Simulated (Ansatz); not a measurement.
Total energies of ClFH$_{3}$NSn, SMILES `[NH2][SnH]([F])[Cl]`.

| atom | x (Å) | y (Å) | z (Å) |
| --- | --- | --- | --- |
| N1 | -1.116 | 0.617 | 0.395 |
| Sn2 | 0.547 | -0.439 | 0.072 |
| F3 | 1.889 | 0.679 | -0.725 |
| Cl4 | 0.011 | -1.996 | -1.542 |
| H5 | -1.653 | 0.757 | -0.451 |
| H6 | -0.950 | 1.521 | 0.821 |
| H7 | 1.271 | -1.139 | 1.430 |

The species carries charge 0 and has multiplicity 1. Correlated methods include outer-core shells of Sn, which these sets cover unevenly. Sn: def2 effective core potential. Geometry: relaxed with PBE0-D4/def2-TZVP. It is one conformer, not always the lowest. Basis def2-TZVPP, Ansatz 0.2.0.

RPA on PBE orbitals: Hartree–Fock energy of these orbitals -828.59301 Eh, correlation -1.48274 Eh (frozen core).

```tsv
functional	energy without D4 (Eh)	D4 term (kJ/mol)
LDA (SPW92)	-828.14550	–
PBE	-830.71519	-14.7
BLYP	-830.98534	-31.3
B97M-V	-830.90961	–
PBE0	-830.76309	-12.6
B3LYP	-831.15832	-24.0
r2SCANh	-831.02751	-3.7
r2SCAN0	-830.99502	-4.1
BHLYP	-830.92805	-20.8
CAM-B3LYP	-831.02227	-13.0
ωB97X-V	-830.93275	–
ωB97M-V	-830.95183	–
B2PLYP	-830.63576	–
PBE-QIDH	-830.46743	–
```

(1) Give the same for revPBE, r2SCAN, HSE06 (plane-wave form), LC-ωPBE. (An estimate is asked.)

B3LYP takes the VWN-RPA correlation (the form of Gaussian; ORCA's B3LYP/G). HSE06 is the plane-wave form, built on full-range PBE exchange. The double hybrids freeze the cores in their second-order part.

## Answers

(1) The calculation gave: 
| functional | energy without D4 (Eh) | D4 term (kJ/mol) |
| --- | --- | --- |
| revPBE | -830.97664 | -37.4 |
| r2SCAN | -831.05010 | -3.4 |
| HSE06 (plane-wave form) | -830.74685 | -11.9 |
| LC-ωPBE | -830.89625 | – |

LC-ωPBE has ω = 0.4 bohr⁻¹.
